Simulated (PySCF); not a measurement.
Isomers of C2H9NSi, mass 75.050 u with the commonest isotopes. Method used: PBE0-D3(BJ)/def2-SVP geometry optimisation, gas phase in PySCF. One conformer each, none proved a minimum here; rigid rotors.

Problem. Order these by dipole moment, largest first.
A. `[NH2:1][CH2:2][CH2:3][SiH3:4]` with H–N1–C2–C3 69° and -171°, N1–C2–C3–Si4 45°
B. `CN(C)[SiH3]`
C. `[CH3:1][CH2:2][NH:3][SiH3:4]` with C1–C2–N3–Si4 -148°

Solution. A (2.44 D), C (1.24 D), B (0.95 D).

Problem. Order these by out-of-plane moment Σ m c² = (Ia + Ib − Ic)/2, largest first.
A. `[CH3:1][CH2:2][NH:3][SiH3:4]` with C1–C2–N3–Si4 -148°
B. `CN(C)[SiH3]`
C. `[NH2:1][CH2:2][CH2:3][SiH3:4]` with H–N1–C2–C3 69° and -171°, N1–C2–C3–Si4 45°

Solution. C (10.07 u·Å²), A (9.29 u·Å²), B (6.41 u·Å²).

Problem. Order these by radius of gyration √(Σ m r²/M), smallest first.
A. `[NH2:1][CH2:2][CH2:3][SiH3:4]` with H–N1–C2–C3 69° and -171°, N1–C2–C3–Si4 45°
B. `CN(C)[SiH3]`
C. `[CH3:1][CH2:2][NH:3][SiH3:4]` with C1–C2–N3–Si4 -148°

Solution. B (1.497 Å), A (1.564 Å), C (1.725 Å).

```json
{"SMILES": "NCC[SiH3]", "point group": "C1", "Ia (u·Å²)": "50.45", "Ib (u·Å²)": "143.12", "Ic (u·Å²)": "173.43", "κ": "-0.83", "μa (D)": "2.29", "μb (D)": "0.67", "μc (D)": "0.48"}
{"SMILES": "CN(C)[SiH3]", "point group": "–", "Ia (u·Å²)": "60.06", "Ib (u·Å²)": "114.60", "Ic (u·Å²)": "161.83", "κ": "-0.51", "μa (D)": "0.94", "μb (D)": "0.00", "μc (D)": "0.12"}
{"SMILES": "CCN[SiH3]", "point group": "C1", "Ia (u·Å²)": "23.96", "Ib (u·Å²)": "208.68", "Ic (u·Å²)": "214.08", "κ": "-0.99", "μa (D)": "1.05", "μb (D)": "0.27", "μc (D)": "0.60"}
```
